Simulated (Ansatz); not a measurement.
Reaction (redistribution): `CC(C)[O][MgH]` + `C[CH](C)[Al]([Cl])[CH](C)C` → `C[CH](C)[MgH]` + `CC(C)[O][Al]([Cl])[CH](C)C`

Computed with Ansatz on PBE0-D4/def2-TZVP structures; ΔE is electronic, products minus reactants. CCSD(T)/CBS adds triple-zeta CCSD(T) − MP2 to the extrapolated MP2 energy (def2 sets, frozen cores). Functionals use def2-TZVPP. B3LYP here is the variant with VWN-RPA as its local correlation; programs differ in this. For Mg outer-core shells are correlated without core-valence functions, which leaves a few kJ/mol of doubt a bond. One conformer a species, not always the lowest.

```tsv
level	ΔE (kJ/mol)
revPBE-D4	15.3
r2SCAN0-D4	17.0
PBE0	14.4
B3LYP	11.3
r2SCANh	17.0
HF/def2-SVP	28.8
CCSD(T)/def2-SVP	26.9
CCSD/def2-TZVPP	12.1
```

**Question.** What does CCSD(T)/CBS give? (Best estimate.)

**Answer.** Ansatz gave: +19.1 kJ/mol. The listed levels differ from it by -3.8, -2.1, -4.7, -7.8, -2.1, 9.7, 7.8, -7.0 kJ/mol.

Largest T1 diagnostic among the species: 0.011.

At CCSD(T), def2-SVP lies +7.8 kJ/mol from the extrapolated value and def2-TZVPP −7.4 kJ/mol. Leaving LDA and LC-ωPBE aside and taking each functional with its dispersion term where it has one, the values, not all of them listed here, spread over 5.8 kJ/mol, from B97M-V to r2SCAN-D4.
